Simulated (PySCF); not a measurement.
Computed IR spectrum (relative IR intensity) of a molecule C2H10O2Si2. Coordinates come from a ωB97X-D3(BJ)/def2-SVP optimisation. The values are those of a single conformer. Method: ωB97X-D3(BJ)/def2-SVP run with PySCF. Frequencies are harmonic and unscaled.

Lines under 2 % of the strongest are left out, and lines within 2 cm⁻¹ are merged.

```csv
ν (cm⁻¹),relative intensity
336,3.1
414,22
455,11
629,10
726,13
730,3.3
738,13
800,19
856,17
910,30
943,100
952,23
966,43
979,38
993,39
1008,45
1024,10
1130,34
1139,6.6
1354,2.3
1408,3.1
2247,78
2253,25
2276,38
2296,28
3036,6.3
3062,3.7
3157,4.2
3166,2.9
3872,25
```

**Question.** Pick the molecule that these values belong to.
(A) O[SiH2][C@@H](O)C[SiH3]
(B) C[Si@@H](O)[C@H](O)[SiH3]
(C) CO[Si@@H]([SiH3])CO
(D) C[C@@H](O[SiH3])[SiH2]O

**Answer.** D, C[C@@H](O[SiH3])[SiH2]O
